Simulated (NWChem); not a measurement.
System: BiHBr2; SMILES [Br][BiH][Br]

Computed with NWChem. Medium grid unless said otherwise, to which SCAN and Minnesota functionals are sensitive. All runs use the structure optimised with PBE0/def2-SVP. def2 effective core potentials on Bi; no spin-orbit coupling.

Q: Order these by “orbital gap (eV)”, lowest first: B97-2/def2-SVP; PBE/def2-SVP; Hartree-Fock/def2-SVP.

A: PBE/def2-SVP (3.42), B97-2/def2-SVP (5.02), Hartree-Fock/def2-SVP (10.79)
